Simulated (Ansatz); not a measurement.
Ansatz (a quantum-chemistry and plane-wave program) input (B3LYP-D3(BJ)/def2-TZVP):

Ansatz 0.2 input:
```yaml
crystal:
  periodic: [false, false, false]
  atoms:
    - {symbol: In, position_ang: [0.02332807, -0.00674532, -0.00093431]}
    - {symbol: F, position_ang: [-1.92874703, -1.18790133, 0.04091919]}
    - {symbol: F, position_ang: [0.05202863, 2.12351792, -0.82318076]}
    - {symbol: F, position_ang: [1.93481879, -0.93673936, 0.82979895]}
basis:
  gaussian:
    orbitals: def2-TZVP
hamiltonian:
  xc: b3lyp
  dispersion: d3bj
total_charge: -1
magnetization: {spin_polarized: true, initial_magnetization: 1}
relax: {f_tol: 0.002, max_steps: 150}
```

End of the output:

```
relax step   6: F+E_penalty+E_count = -13334.64230573 eV  Δ(F+E_penalty+E_count) = -1.171e-1 eV  max|allowed force component| = 3.289e-1 eV/Å  Δτ_max = 0.1939 Å  (37 SCF iters, accepted)
these checks for a lower state are left out or cut short: starts, cluster_reference, orbital_swaps, neighbouring_geometries, increment
integrals: 0.05 GiB planned
933 factors; their error is unknown
mean field: 0.68 GiB planned
mean field evaluation 64: about -13334.5742 eV, gradient 2.6e-5 eV
mean field -13334.57419553 eV, -490.0365631867 hartree, gradient 2.6e-5 eV, S^2 0.751744; 0 other end points of the search recorded, 0 dependent functions left out
the calculation of the forces begins
reference -13334.57447187 eV, -490.0365733420 hartree; 25, 24 occupied and 118, 119 virtual orbitals, 933 factors
relax step   7: F+E_penalty+E_count = -13334.65256380 eV  Δ(F+E_penalty+E_count) = -1.026e-2 eV  max|allowed force component| = 1.269e-1 eV/Å  Δτ_max = 0.0387 Å  (33 SCF iters, accepted)
these checks for a lower state are left out or cut short: starts, cluster_reference, orbital_swaps, neighbouring_geometries, increment
integrals: 0.05 GiB planned
933 factors; their error is unknown
mean field: 0.67 GiB planned
mean field -13334.57629573 eV, -490.0366403675 hartree, gradient 1.6e-5 eV, S^2 0.751804; 0 other end points of the search recorded, 0 dependent functions left out
the calculation of the forces begins
reference -13334.57657247 eV, -490.0366505377 hartree; 25, 24 occupied and 118, 119 virtual orbitals, 933 factors
relax step   8: F+E_penalty+E_count = -13334.65438057 eV  Δ(F+E_penalty+E_count) = -1.817e-3 eV  max|allowed force component| = 1.704e-3 eV/Å  Δτ_max = 0.0132 Å  (33 SCF iters, accepted)
integrals: 0.05 GiB planned
933 factors; their error is unknown
mean field: 0.67 GiB planned
mean field -13334.57629573 eV, -490.0366403675 hartree, gradient 2.6e-5 eV, S^2 0.751804; 1 other end points of the search recorded, 0 dependent functions left out
the calculation of the forces begins
reference -13334.57657247 eV, -490.0366505377 hartree; 25, 24 occupied and 118, 119 virtual orbitals, 933 factors
Total energy: -13334.65465731 eV, -490.0395201027 hartree
Atom 0 at     0.141401    -0.211545    -0.514314 Å, force     0.000319    -0.000611    -0.001704 eV/Å
Atom 1 at    -1.633212    -0.914695     0.207259 Å, force     0.000947     0.000850     0.000545 eV/Å
Atom 2 at     0.007196     1.824706    -0.506779 Å, force    -0.000142    -0.000931     0.000993 eV/Å
Atom 3 at     1.566044    -0.706335     0.860437 Å, force    -0.001125     0.000691     0.000166 eV/Å
Dipole moment:     0.122224    -0.211629    -0.531091 e Å
```
